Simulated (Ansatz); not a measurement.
`C[O][GeH][OH]` radical, relaxed with UKS PBE-D4/def2-SVP in Ansatz 0.2.0 from a rough embedded geometry. The force threshold is 0.03 eV/Å; the program also tests the step.

Total charge 0; spin multiplicity 2.

Start:

```xyz
9

C    -0.813   -0.857   -0.750
O    -0.901   -0.085    0.401
Ge    0.763    0.116    1.002
O     1.646    1.295    0.072
H    -1.890   -0.949   -1.176
H    -0.259   -0.279   -1.589
H    -0.412   -1.861   -0.628
H     0.761    0.439    2.492
H     1.103    2.181    0.177
```

```tsv
step	energy (eV)	largest force (eV/Å)	largest move (Å)
1	-61704.3939	3.530	0.000
2	-61704.8409	1.611	0.141
3	-61704.9425	0.672	0.195
4	-61704.9704	0.878	0.174
5	-61704.9933	0.645	0.145
6	-61705.0085	0.155	0.140
7	-61705.0144	0.103	0.054
8 (rejected)	-61704.9684	1.496	0.168
9	-61705.0196	0.211	0.084
10	-61705.0281	0.094	0.100
11 (rejected)	-61705.0245	0.913	0.114
12	-61705.0340	0.112	0.057
13	-61705.0383	0.498	0.073
14	-61705.0526	0.216	0.113
15	-61705.0531	0.256	0.169
16 (rejected)	-61704.9862	1.087	0.149
17	-61705.0679	0.096	0.070
18	-61705.0756	0.243	0.100
19	-61705.0835	0.082	0.100
20	-61705.0853	0.264	0.051
21	-61705.0889	0.089	0.068
22 (rejected)	-61705.0348	1.549	0.195
23	-61705.0903	0.118	0.049
24	-61705.0910	0.122	0.032
25	-61705.0914	0.039	0.030
26	-61705.0915	0.022	0.018
```

End:

```xyz
9

C    -0.857   -0.768   -0.755
O    -0.581   -0.671    0.625
Ge    0.932    0.129    1.249
O     1.235    1.618    0.250
H    -1.954   -0.895   -0.882
H    -0.551    0.143   -1.321
H    -0.363   -1.653   -1.222
H     0.445    0.689    2.638
H     1.694    1.408   -0.583
```

Run time 28 s (4 threads of a server CPU on a shared host); peak host memory 0.19 GiB.
